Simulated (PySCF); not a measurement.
# Bond lengths and vibrations by method: ClGeH2O cation

All numbers below are calculated, not measured. They come from PySCF 2.14.0, an open-source quantum chemistry program, on an isolated molecule that a program drew, which may never have been made. The molecule is ClGeH2O cation (charge +1, singlet), drawn as the SMILES string `[OH][GeH+][Cl]`.

The geometry was optimised and harmonic frequencies were computed with HF and MP2, all in the cc-pV(D+d)Z basis, for the commonest isotopes, with a restricted reference for singlets and an unrestricted one otherwise, and a frozen core in MP2. Germanium has the cc-pVDZ-PP basis, with a core potential (ECP10MDF) in place of its 10 inner electrons, and its 3s, 3p and 3d shells are frozen in MP2. Each result is a local minimum of its method.

Geometry at the HF minimum:
```xyz
5
ClGeH2O cation, angstrom
O    -2.1104   -0.7268   -0.0738
Ge   -2.9324    0.6391   -0.6365
Cl   -4.7561    0.9147    0.2384
H    -1.2472   -0.9682   -0.4031
H    -2.3832    1.5701   -1.6813
```

Lengths of the bonds as drawn, in Å (atoms numbered as above):
| bond | HF | MP2 |
|---|---|---|
| O1-Ge2 | 1.691 | 1.727 |
| Ge2-Cl3 | 2.041 | 2.052 |
| O1-H4 | 0.955 | 0.979 |
| Ge2-H5 | 1.503 | 1.516 |

Rotational constants, in GHz:
| constant | HF | MP2 |
|---|---|---|
| A | 17.49 | 16.82 |
| B | 3.643 | 3.595 |
| C | 3.015 | 2.962 |

Harmonic frequencies in cm^-1, each column in rising order, so a row needn't be the same motion in every method:
| rank | HF | MP2 |
|---|---|---|
| 1 | 217 | 202 |
| 2 | 438 | 451 |
| 3 | 536 | 505 |
| 4 | 550 | 527 |
| 5 | 742 | ? |
| 6 | 855 | 817 |
| 7 | 926 | 912 |
| 8 | 2374 | 2284 |
| 9 | 4050 | 3732 |

**Estimate the missing MP2 frequency from the HF column.**

A single factor s that minimises the squared misfit of MP2 against s times HF over the other rows is sum(HF x MP2) / sum(HF^2) = 0.9356, with an rms misfit of 38 cm^-1. For rank 5 it gives 0.9356 x 742 = 694 cm^-1. The calculation gives 696 cm^-1, 2 cm^-1 above the estimate. The drawn bonds are on average 1.5 % longer in MP2 than in HF.
